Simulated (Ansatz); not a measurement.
Reactions of `N=C(Br)C=O`.

Program: Ansatz. Geometries: PBE0-D4/def2-TZVP. ΔE: electronic, gas phase. CBS: MP2 limit from def2 TZ/QZ plus the TZ coupled-cluster correction, frozen cores. This one scheme is used for every species, atoms too. Functionals use def2-TZVPP. Open shells (•) are unrestricted, without spin–orbit coupling. Spin–orbit coupling would lower the free atoms: a little for C, O; clearly for Br. def2 core potentials past Kr. For Br, Sb outer-core shells are correlated without core-valence functions, so the limit isn't a true one: a few kJ/mol of doubt a bond, and 10 to 20 or more in all where bonds break to atoms. Scalar relativity is left out up to krypton. Each species was taken in one conformer, which may not be the lowest.

```
                                                reaction  CCSD/CBS(def2) (kJ/mol)  HF/CBS(def2) (kJ/mol)  CCSD(T)/def2-SVP (kJ/mol)  B2PLYP (kJ/mol)  CCSD(T)/CBS(def2) (kJ/mol)
                 `N=C(Br)C=O` + H₂O → `N=C(O)Br` + `C=O`                       51                     33                         38               45                          54
           `N=C(Br)C=O` + `NC=O` → `NC(=O)C=O` + `N=CBr`                        3                     -1                          7                5                           5
                  `N=C(Br)C=O` + H–F → `N=C(F)C=O` + HBr                        9                    -22                        -19                3                          14
              `N=C(Br)C=O` → Br• + 2 C• + 2 H• + N• + O•                     2728                   1783                       2643             2791                        2809
                 `N=C(Br)C=O` + HCl → `N=C(Cl)C=O` + HBr                        4                     -1                         -4                4                           5
`N=C(Br)C=O` + `[NH2][SbH2]` → `O=C[NH][SbH2]` + `N=CBr`                      -56                    -62                        -61              -60                         -55
                `N=C(Br)C=O` + HCl → `N=C(Cl)Br` + `C=O`                       63                     66                         71               60                          63
```

Largest T1 diagnostic: 0.017, for `O=C[NH][SbH2]`.
